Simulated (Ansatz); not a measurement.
Wavefunction ladder for C2H6AlClO

| atom | x (Å) | y (Å) | z (Å) |
| --- | --- | --- | --- |
| C1 | -0.2335 | 1.6952 | -1.0310 |
| O2 | -0.1216 | 0.9310 | 0.1777 |
| C3 | -0.4140 | -0.3167 | 0.1755 |
| Al4 | 0.3480 | -1.6670 | 1.4777 |
| Cl5 | 1.5483 | -1.6703 | -0.4183 |
| H6 | -1.0042 | 1.2666 | -1.6744 |
| H7 | 0.7359 | 1.6713 | -1.5298 |
| H8 | -0.4870 | 2.7131 | -0.7433 |
| H9 | -0.9263 | -0.6465 | -0.7414 |
| H10 | -0.5675 | -2.9566 | 1.6074 |
| H11 | 1.1218 | -1.0201 | 2.6999 |

Total charge 0; spin multiplicity 1. The bonds changed during the relaxation, so this is another structure than the one it started from. The geometry is a stationary point of PBE0-D4/def2-TZVP. It is one conformer, not always the lowest. Frozen core, restricted reference, Ansatz. CBS rows extrapolate triple and quadruple zeta; past MP2 they add the triple-zeta difference.

| basis | HF (Eh) | MP2 corr. | CCSD corr. | (T) | CCSD(T) total |
| --- | --- | --- | --- | --- | --- |
| def2-SVP | -855.16047 | -0.65259 | -0.71180 | ? | ? |
| def2-TZVPP | -855.58270 | ? | ? | -0.03650 | ? |
| def2-QZVPP | -855.61005 | -0.90618 | – | – | – |
| CBS(def2) | -855.61382 | -0.95568 | ? | as TZ | ? |

**Question.** Fill in the withheld values. (Best estimate.)

**Answer.** Ansatz gave: def2-SVP (T): -0.01997; def2-SVP CCSD(T) total: -855.89224; def2-TZVPP MP2 corr.: -0.83934; def2-TZVPP CCSD corr.: -0.89445; def2-TZVPP CCSD(T) total: -856.51365; CBS(def2) CCSD corr.: -1.01079; CBS(def2) CCSD(T) total: -856.66111.
